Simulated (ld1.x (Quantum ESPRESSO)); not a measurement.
# Configuration tests for iridium (PAW)

* Element: iridium (Ir)
* Generator: ld1.x (Quantum ESPRESSO) 7.5
* Type: PAW
* Functional: PBEsol
* Relativity: fully relativistic
* Frozen core: [Kr] 4d10 4f14 5s2
* Valence charge: 15
* Reference configuration: 5p6 5d7 6s2 6p0
* Partial waves: 6s (bound): rcut 1.75, rcutus 2.30 bohr; 6s channel at 2.2 Ry: rcut 1.75, rcutus 2.30 bohr; 5p (bound): rcut 1.95, rcutus 2.25 bohr; 6p (bound, empty): rcut 1.95, rcutus 2.25 bohr; 5d (bound): rcut 1.25, rcutus 1.70 bohr; 5d channel at 1.5 Ry: rcut 1.25, rcutus 1.70 bohr
* Local potential: all-electron potential smoothed inside 1.90 bohr (lloc = -1)
* Core correction: Bessel-smoothed model core inside 1.30 bohr
* Augmentation charge: GAUSS, radius 1.30 bohr

Open shells are filled in proportion to 2j + 1 (rel_dist='average').

Energies are relative to the spin-unpolarised reference configuration 5p6 5d7 6s2 6p0; without spin polarisation the order of configurations can differ from experiment. The frozen-core shift is the all-electron ΔE with the core orbitals held at their reference shape minus the fully relaxed ΔE.

```
valence configuration  charge  ΔE all-electron (eV)  error AE − PS (meV)  frozen-core shift (meV)
      5p6 5d7 6s1 6p0      +1                 9.937                 -0.4                     +0.1
      5p6 5d7 6s0 6p0      +2                27.438                 -1.2                     +0.8
      5p6 5d6 6s0 6p0      +3                58.007                  -48                     +9.0
      5p6 5d8 6s1 6p0       0                -0.333                 -5.0                     +2.8
  5p6 5d7.5 6s1.5 6p0       0                -0.284                 -1.4                     +0.8
      5p6 5d6 6s2 6p0      +1                12.238                 -9.5                     +4.2
      5p6 5d5 6s0 6p0      +4               101.594                 -231                      +55
```

Levels in the configuration 5p6 5d6 6s0 6p0:

```
   level  all-electron (eV)  pseudo (eV)
5p j=1/2            -96.046      -96.272
5p j=3/2            -82.244      -82.415
5d j=3/2            -37.771      -37.874
5d j=5/2            -36.313      -36.408
```

These tests converged, but a pseudo level misses the all-electron one widely, so the file describes the atom poorly there or has found another state: 5p6 5d5 6s0 6p0: empty 6p by 16.8 eV.

The ghost test of this file was not conclusive.
